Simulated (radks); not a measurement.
The numbers below are computed, except where a source is named.
Xe2+, configuration [Kr] 4d10 5s2 5p4 (the NIST ground configuration). Level of theory: Dirac Kohn-Sham, PBE, spin-unpolarised, spherical densities, point nucleus; open shells fill j = l - 1/2 first (a radial shooting solver on a logarithmic mesh with Libxc functionals).

Radial electron density D(r) = 4 pi r^2 rho(r):

```
   r/bohr * D(r) (the largest magnitude, 89.7, reaches the edge; | marks zero)
  0.00331 |        *
  0.00438 |             *
 0.005842 |                   *
 0.007729 |                          *
  0.01023 |                                  *
  0.01364 |                                        *
  0.01805 |                                           *
  0.02388 |                                         *
  0.03185 |                                      *
  0.04214 |                                      *
  0.05576 |                                             *
  0.07437 |                                                      *
   0.0984 |                                                    *
   0.1302 |                                          *
   0.1736 |                                        *
   0.2298 |                                              *
    0.304 |                                      *
   0.4055 |                   *
   0.5365 |               *
   0.7098 |                 *
   0.9467 |           *
    1.253 |    *
    1.657 |  *
    2.211 | *
    2.925 |*
     3.87 *
    5.162 *
     6.83 *
```

D(r) has 4 maxima, at r = 0.0188, 0.0825, 0.235, 0.671 bohr, and minima at 0.0365, 0.155, 0.491 bohr, inside which lie 2.02, 11.19, 28.93 electrons.
